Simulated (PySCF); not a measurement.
A structure optimised at PBE-D3(BJ)/def2-SVP, used in a PySCF frequency run:

```xyz
13

N      1.5078     1.5480    -0.4514
Si     0.6770     0.1176     0.0417
O      1.8366    -0.6894     0.9639
C     -0.2200    -1.0379    -1.1796
C     -1.5388    -0.9193    -0.8361
Si    -1.6076     0.3135     0.6168
H      0.9977     2.3460    -0.8309
H      2.4712     1.5031    -0.7912
H      1.6346    -1.6339     1.0835
H      0.1276    -1.6869    -2.0081
H     -2.3514    -1.4610    -1.3575
H     -2.3873     1.5756     0.3257
H     -2.1601    -0.2549     1.9023
```

**Question.** Write its SMILES and formula.

**Answer.** N[Si@]1(O)C=C[SiH2]1, C₂H₇NOSi₂

**Question.** What are its rotational constants (standard atomic weights)?

**Answer.** 3.4406, 1.7289, 1.6014 GHz
